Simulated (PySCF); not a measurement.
Constitutional and geometric isomers with formula CH6OSi2. Isolated molecules, 0 K electronic values unless said otherwise. One relaxed conformer stands for each flexible species; it need not be the lowest. Strings in code marks are SMILES.

The HOMO–LUMO gap from two functionals at the same geometries (B3LYP-D3(BJ)/def2-TZVP), both in PySCF: PBE-D3(BJ)/def2-TZVP and TPSSh-D3(BJ)/def2-TZVP. 

| species | PBE-D3(BJ)/def2-TZVP (eV) |
|---|---|
| `[SiH2]=CO[SiH3]` (Si–C–O–Si torsion 0°) | 3.19 |
| `OC[SiH]=[SiH2]` (H–O–C–Si torsion -173°, O–C–Si–Si torsion -106°) | 2.51 |
| `O=C[SiH2][SiH3]` (O–C–Si–Si torsion 94°) | 2.78 |
| `[SiH2]([SiH]=C)O` (C–Si–Si–O torsion -11°, Si–Si–O–H torsion -47°) | 3.30 |
| `OC(=[SiH2])[SiH3]` (H–O–C–Si torsion 161°) | 2.91 |
| `O=C([SiH3])[SiH3]` | 2.16 |
| `C/[SiH]=[SiH]\O` (Si–Si–O–H torsion 132°) | 2.36 |
| `[SiH3][Si@@H]1CO1` | 4.56 |
| `CO[SiH]=[SiH2]` (C–O–Si–Si torsion 142°) | 2.39 |
| `[SiH2]1[C@@H](O1)[SiH3]` | 4.90 |

**Question.** What does TPSSh-D3(BJ)/def2-TZVP give for each?

**Answer.** 
- `[SiH2]=CO[SiH3]` (Si–C–O–Si torsion 0°): 4.03
- `OC[SiH]=[SiH2]` (H–O–C–Si torsion -173°, O–C–Si–Si torsion -106°): 3.25
- `O=C[SiH2][SiH3]` (O–C–Si–Si torsion 94°): 4.06
- `[SiH2]([SiH]=C)O` (C–Si–Si–O torsion -11°, Si–Si–O–H torsion -47°): 4.13
- `OC(=[SiH2])[SiH3]` (H–O–C–Si torsion 161°): 3.72
- `O=C([SiH3])[SiH3]`: 3.36
- `C/[SiH]=[SiH]\O` (Si–Si–O–H torsion 132°): 3.08
- `[SiH3][Si@@H]1CO1`: 5.56
- `CO[SiH]=[SiH2]` (C–O–Si–Si torsion 142°): 3.10
- `[SiH2]1[C@@H](O1)[SiH3]`: 5.99
Over these rows, drawn at random from the members with no instability flagged (it was tested for open shells, ions and some series alone), PBE minus TPSSh-D3(BJ): mean -0.92 eV, from -1.28 eV to -0.71 eV.
